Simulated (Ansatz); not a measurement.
C$_{2}$H$_{7}$NSi, SMILES `C/C=N\[SiH3]`, 11 atoms. Charge 0, multiplicity 1. All runs use 2 threads of an Intel Xeon on a shared host. Correlated methods freeze the cores.

How many basis functions does each run have, and how long does it take in Ansatz? RKS HSE06 (plane-wave form)-D4/def2-TZVPP energy; RKS ωB97M-V/def2-QZVPP energy; RKS PBE0-D4/def2-TZVPP energy; RHF-CCSD(T)/def2-TZVPP energy; RHF-MP2/def2-QZVPP energy; RHF-CCSD(T)/def2-SVP energy; RKS PBE0-D4/def2-TZVP relaxation (30 steps); RKS PBE0-D4/def2-QZVPP energy; RKS PBE0-D4/def2-TZVP frequencies; RKS PBE-QIDH (frozen core)/def2-TZVPP energy; RKS PBE0-D4/def2-SVP energy; RKS PBE-D4/def2-TZVPP energy and forces. (Estimate.)

The calculation gave: Other jobs shared the machine, so times are rough.

| level | job | functions | wall time | peak host memory (GiB) |
| --- | --- | --- | --- | --- |
| RKS PBE0-D4/def2-SVP | energy | 95 | 1.1 s | 0.51 |
| RKS PBE0-D4/def2-TZVPP | energy | 233 | 3.1 s | 0.48 |
| RKS PBE-D4/def2-TZVPP | energy and forces | 233 | 3.2 s | 0.28 |
| RKS HSE06 (plane-wave form)-D4/def2-TZVPP | energy | 233 | 3.3 s | 0.51 |
| RHF-CCSD(T)/def2-SVP | energy | 95 | 3.5 s | 0.51 |
| RKS PBE-QIDH (frozen core)/def2-TZVPP | energy | 233 | 6 s | 0.55 |
| RKS PBE0-D4/def2-QZVPP | energy | 451 | 8.5 s | 1.2 |
| RKS ωB97M-V/def2-QZVPP | energy | 451 | 20 s | 1.6 |
| RHF-MP2/def2-QZVPP | energy | 451 | 23 s | 2.5 |
| RKS PBE0-D4/def2-TZVP | relaxation (30 steps) | 172 | 97 s | 0.43 |
| RKS PBE0-D4/def2-TZVP | frequencies | 172 | 2.7 min | 0.51 |
| RHF-CCSD(T)/def2-TZVPP | energy | 233 | 3.3 min | 1.8 |
